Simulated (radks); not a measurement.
Q: Al4+, 9 electrons, occupied as [He] 2s2 2p5 (the NIST ground configuration). Calculated with a radial shooting solver on a logarithmic mesh with Libxc functionals: non-relativistic Kohn-Sham, TPSS, spin-polarised, spherical densities, point nucleus; open shells are filled with parallel spins first; meta-GGA in the generalised Kohn-Sham scheme. Some entries of the table are withheld. Estimate them.

| orbital | occ. | eigenvalue (hartree) | r(max) (bohr) |
|---|---|---|---|
| 1s up | 1 | -58.58898 | (1) |
| 1s down | 1 | -58.52966 | (2) |
| 2s up | 1 | -6.56092 | 0.4869 |
| 2s down | 1 | -6.44446 | 0.4887 |
| 2p up | 3 | -5.16775 | 0.4142 |
| 2p down | 2 | -5.04187 | 0.4166 |

A: 
(1) 1s up r(max) (bohr): 0.07872
(2) 1s down r(max) (bohr): 0.07870
